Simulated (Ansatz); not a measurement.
Stepwise reaction of `C[N](C)[Ga]([F])[N](C)C` with hydrogen sulfide, as a gas-phase model of exchange steps in deposition or etching. ΔE in kJ/mol.

Isolated molecules relaxed with PBE0-D4/def2-TZVP in Ansatz; ΔE leaves out vibrations. CCSD(T)/CBS is the MP2 limit (def2-TZVPP, def2-QZVPP) plus CCSD(T) − MP2 in def2-TZVPP, frozen cores. This one scheme is used for every species. DFT in def2-TZVPP. B3LYP here is the variant with VWN-RPA as its local correlation; programs differ in this. For Ga outer-core shells are correlated without core-valence functions, which leaves a few kJ/mol of doubt a bond. Scalar relativity is left out up to krypton. Each species was taken in one conformer, which may not be the lowest.

| step | reaction | PBE-D4 | B3LYP-D4 | ωB97M-V | CCSD(T)/CBS |
| --- | --- | --- | --- | --- | --- |
| 1 | `C[N](C)[Ga]([F])[N](C)C` + H₂S → `C[N](C)[Ga]([F])[SH]` + `CNC` | -64.7 | -59.5 | -62.3 | -56.7 |
| 2 | `C[N](C)[Ga]([F])[SH]` + H₂S → `[F][Ga]([SH])[SH]` + `CNC` | -52.3 | -47.7 | -49.9 | -43.2 |

(1) By hand: ΔE of the 2 steps together at CCSD(T)/CBS.

Answers

(1) (-56.7) + (-43.2) = -99.9 kJ/mol, or -50.0 kJ/mol a step.

In ΔE each step is higher than the one before. All are downhill at CCSD(T)/CBS. PBE-D4 differs from CCSD(T)/CBS by -9.1 to -8.0 kJ/mol a step. Only this route is followed, and other bonds may react first. Isolated molecules leave out the surface, adducts and barriers. Largest T1 diagnostic: 0.013.
